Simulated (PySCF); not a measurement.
C₇H₁₂N (doublet state).
SMILES with atom numbers: `[CH3:1][C:2]#[C:3][CH:4][NH:5][CH:6]([CH3:7])[CH3:8]` (hydrogens: H9, H10, H11 on C1; H12 on C4; H13 on N5; H14 on C6; H15, H16, H17 on C7; H18, H19, H20 on C8)

Structure used (GFN2-xTB), in Å, numbered top down from 1:
```xyz
20
C7H12N angstrom
C      4.309   -0.785   -0.648
C      2.952   -0.656   -0.169
C      1.816   -0.561    0.259
C      0.531   -0.453    0.709
N     -0.336    0.526    0.254
C     -1.764    0.304    0.293
C     -2.479    1.649    0.198
C     -2.228   -0.643   -0.822
H      4.445   -1.730   -1.182
H      5.013   -0.758    0.187
H      4.544    0.034   -1.328
H      0.173   -1.075    1.513
H     -0.012    0.998   -0.580
H     -1.987   -0.156    1.263
H     -2.125    2.317    0.980
H     -3.552    1.517    0.311
H     -2.287    2.113   -0.768
H     -2.033   -0.201   -1.798
H     -1.691   -1.588   -0.758
H     -3.294   -0.839   -0.737
```

The hyperfine couplings belong to this conformer and change with its torsions.

Level of theory: PySCF 2.14.0, UKS B3LYP, pcH-1 on C H N, non-relativistic, mean-field spin-orbit, GIAO. Geometry: GFN2-xTB, one conformer, isolated molecule. Couplings are sensitive to structure, and on GFN2-xTB geometries they can be far from those on DFT ones. No stability test was run, so a lower SCF solution isn't excluded.

(1) Predict the first-order ENDOR lines of C3, C4, C2, C1, C6, C7/C8, N5, H12, H9/H10/H11 and H13 under fast tumbling at B = 3338.5 mT (W band).

(2) Which pairs are centred on the nuclear Larmor frequency, and which on half the coupling?

Results:

(1) ν± = |νn ± a/2|, one line for each electron-spin manifold; νn = |g_N| × 7.62259 MHz/T × B.

| nuclei | isotope | g_N | νn (MHz) | a_iso (MHz) | lower line (MHz) | upper line (MHz) |
| --- | --- | --- | --- | --- | --- | --- |
| C3 | 13C | 1.4048 | 35.75 | -55.90 | 7.80 | 63.70 |
| C4 | 13C | 1.4048 | 35.75 | 47.19 | 12.15 | 59.35 |
| C2 | 13C | 1.4048 | 35.75 | 37.51 | 17.00 | 54.50 |
| C1 | 13C | 1.4048 | 35.75 | -17.00 | 27.25 | 44.25 |
| C6 | 13C | 1.4048 | 35.75 | 8.05 | 31.72 | 39.78 |
| C7/C8 | 13C | 1.4048 | 35.75 | 4.24 | 33.63 | 37.87 |
| N5 | 14N | 0.4038 | 10.27 | 19.51 | 0.52 | 20.03 |
| H12 | 1H | 5.5857 | 142.14 | -43.06 | 120.62 | 163.67 |
| H9/H10/H11 | 1H | 5.5857 | 142.14 | 36.09 | 124.10 | 160.19 |
| H13 | 1H | 5.5857 | 142.14 | -6.22 | 139.03 | 145.26 |

The rows for 13C, of low natural abundance, apply to labelled samples.

(2) Centred on νn, since |a| < 2νn: C3, C4, C2, C1, C6, C7/C8, N5, H12, H9/H10/H11 and H13. No pair has |a| > 2νn.

Couplings of abundant isotopes left out: H14 (3.8 MHz).

Nuclei that the bonding pattern makes equivalent are averaged, as if the motion that swaps them (rotation, inversion, ring flip) were fast. The three 1H nuclei of mean +36.1 MHz run from 7.0 to 59.9 MHz in the frozen geometry.

The run took 1.8 min wall (with the writing of density and orbital grids) on one thread, AMD EPYC 7R43 (x86_64), shared host with 256 logical CPUs at a one-minute load of 61, and the process peaked at 1.1 GiB of memory.
